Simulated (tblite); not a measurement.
Species: C6H12N (doublet state).
Z-matrix (Å and degrees, GFN2-xTB geometry), rows numbered from 1:
```
C 
N   1  1.2530
C   2  1.4516  1  120.41
C   3  1.5265  2  108.58  1   136.37
C   3  1.4826  2  104.24  1  -103.45
C   5  1.4783  3  122.29  2    82.72
C   6  1.5362  5  112.15  3  -113.83
H   1  1.0806  2  118.35  3   176.28
H   1  1.0967  2  124.87  3    -3.59
H   3  1.1060  2  110.98  1    14.95
H   4  1.0861  3  109.54  2    54.06
H   4  1.0872  3  110.16  2   -65.31
H   4  1.0870  3  109.99  2   174.30
H   5  1.0773  3  117.56  2   -80.85
H   6  1.0983  5  109.52  3   126.66
H   6  1.0926  5  110.20  3     8.45
H   7  1.0876  6  110.33  5   179.91
H   7  1.0872  6  110.00  5    59.75
H   7  1.0873  6  110.39  5   -59.85
```

Method: GFN2-xTB as coded in tblite; computed harmonic values from a numerical Hessian at the method's own geometry, unscaled. Against measured fundamentals such values can be off by several per cent, at times by over 20. One conformer, not necessarily the lowest. Open shells enter through the occupations alone, without spin polarisation, and single modes of such species can be off by tens of per cent.

Harmonic wavenumbers (cm⁻¹): 39.0, 52.9, 104.0, 184.9, 192.2, 225.6, 281.5, 300.3, 365.2, 395.0, 519.4, 558.3, 701.2, 799.6, 872.2, 904.8, 957.3, 981.2, 1020.4, 1044.7, 1062.7, 1097.5, 1139.5, 1170.5, 1176.7, 1221.3, 1247.2, 1284.7, 1315.4, 1367.8, 1394.3, 1400.5, 1418.1, 1465.6, 1481.4, 1493.3, 1494.2, 1502.8, 1707.1, 2784.4, 2857.3, 2880.2, 2972.1, 3029.1, 3038.4, 3039.0, 3039.6, 3043.1, 3055.6, 3062.1, 3104.4.

A = 3606, B = 1854, C = 1366 MHz; mass 98.097 u (most abundant isotopes); point group C1, symmetry number 1; spin multiplicity 2.

Task: What is the zero-point energy?

Result: Half the sum of the wavenumbers: 35923 cm⁻¹ = 429.73 kJ/mol.

Task: Entropy at 350 K, 1 bar (ideal gas, RRHO, classical rotation)?

Result: Translation 169.38, rotation 118.97, vibration 135.47, spin (R ln 2) 5.76: S = 429.6 J/(mol K).

Task: And Cp and H(350 K) − H(0)?

Result: Cp = 166.06 J/(mol K), of which vibrations give 132.80 (their classical limit is 51 R = 424.0); H(350 K) − H(0) = 35.56 kJ/mol without the zero-point energy, 23.92 from vibrations.

Task: What must be added to the electronic energy to get the Gibbs energy at 350 K and 1 bar?

Result: ZPE + [H(350 K) − H(0)] − T·S = 429.73 + 35.56 − 150.35 = 314.94 kJ/mol.

Task: Blend soft modes into free rotors: weight 1/[1 + (100 cm⁻¹/ν̃)⁴] for the oscillator and the rest for a rotor with moment μB/(μ + B), μ = h/(8π²ν), B = 10⁻⁴⁴ kg m². What vibrational entropy results?

Result: 121.84 J/(mol K) in place of 135.47, which changes −T·S at 350 K by +4.77 kJ/mol.

Task: How do the functions run with temperature in this model?

Result: 
| T (K) | S (J/(mol K)) | Cp (J/(mol K)) | H − H(0) (kJ/mol) | G − H(0) (kJ/mol) | ln q(vib) |
| --- | --- | --- | --- | --- | --- |
| 100 | 289.8 | 76.4 | 5.44 | -23.54 | 1.95 |
| 200 | 353.9 | 111.1 | 14.88 | -55.89 | 4.48 |
| 300 | 405.5 | 146.9 | 27.74 | -93.91 | 6.89 |
| 500 | 498.1 | 219.9 | 64.62 | -184.43 | 11.56 |
| 800 | 619.6 | 296.9 | 143.07 | -352.61 | 18.33 |
| 1000 | 689.8 | 331.6 | 206.09 | -483.68 | 22.60 |

q(vib) and H(0) count from the zero-point level.

Hindered rotation and anharmonicity are outside this model. Other conformers, if any are populated, would add a mixing term that is left out. The structure is chiral; the term R ln 2 for an equal mix with its mirror image is left out.
